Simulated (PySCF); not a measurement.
Predicted microwave data (PBE0/pcSseg-1 in PySCF (dipole) on a GFN2-xTB geometry, gas phase) for one isomer of C6H16O2Si:

```
Rotational constants : A = 2094, B = 831.0, C = 708.6 MHz
Dipole components    : |μa| = 0.40 D, |μb| = 0.79 D, |μc| = 0.24 D
Inertial defect      : -136.37 u·Å²
κ                    : -0.82
```

Question: Which structure is it? (One computed conformer of each.)
A. `[CH3:1][CH2:2][O:3][Si:4]([CH3:5])([CH3:6])[O:7][CH2:8][CH3:9]` with C1–C2–O3–Si4 173°, C2–O3–Si4–C5 61°, O3–Si4–O7–C8 52°, Si4–O7–C8–C9 -167°
B. `[CH3:1][CH2:2][O:3][Si@H:4]([OH:5])[C:6]([CH3:7])([CH3:8])[CH3:9]` with C1–C2–O3–Si4 -173°, C2–O3–Si4–O5 -51°, O3–Si4–O5–H -172°

Answer: B. It is CCO[Si@H](O)C(C)(C)C, an asymmetric top, point group C1. The candidates at the same level (rigid rotor, commonest isotopes):

| SMILES | A (MHz) | B (MHz) | C (MHz) | μa (D) | μb (D) | μc (D) | Δ (u·Å²) | point group | rotor |
| --- | --- | --- | --- | --- | --- | --- | --- | --- | --- |
| CCO[Si](C)(C)OCC | 1537 | 835.7 | 676.8 | 1.08 | 0.03 | 0.83 | -186.91 | C1 | asymmetric top |
| CCO[Si@H](O)C(C)(C)C | 2094 | 831.0 | 708.6 | 0.40 | 0.79 | 0.24 | -136.37 | C1 | asymmetric top |

`CCO[Si](C)(C)OCC` has A 27 % too low. No structure here is proved a minimum.
